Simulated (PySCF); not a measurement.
Computed IR spectrum (relative IR intensity) of a molecule C₃H₇BO₃. Geometry: B3LYP-D3(BJ)/def2-SVP. One conformer was computed; it need not be the lowest. These are B3LYP-D3(BJ)/def2-SVP (PySCF 2.14.0) values and carry that method's errors. Frequencies are harmonic and unscaled.

```tsv
ν (cm⁻¹)	relative intensity
180	7.4
221	2.5
262	42
354	4.5
427	11
559	44
638	2.8
653	24
766	2.9
864	2.8
931	39
960	35
990	14
1054	18
1084	6.0
1131	43
1179	3.0
1226	4.7
1242	3.6
1267	77
1358	24
1364	3.6
1426	16
1473	2.4
1486	100
1518	96
2912	28
3031	24
3048	8.0
3099	13
3108	16
3817	18
3829	38
```

Task: Identify the compound among the candidates.
A. CC1OB(CO)O1
B. OB1OCC[C@H]1O
C. CO[C@H]1CB(O)O1
D. O=CB(CO)CO

Result: B, OB1OCC[C@H]1O
